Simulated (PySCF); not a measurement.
A structure optimised at PBE-D3(BJ)/def2-SVP, used in a PySCF frequency run:

```xyz
8

Ga    -0.3195     0.4362     0.0000
H     -1.8762     0.5367     0.0000
F      0.7049     1.8709     0.0000
O      0.6530    -1.0675     0.0000
C      0.0740    -2.3577     0.0000
H      0.4059    -2.9266    -0.8975
H      0.4059    -2.9266     0.8975
H     -1.0427    -2.3571     0.0000
```

Problem. Write its SMILES, formula and point group.

Solution. C[O][GaH][F], CH4FGaO, Cs

Problem. What are its rotational constants (standard atomic weights)?

Solution. 16.826, 2.6855, 2.3508 GHz
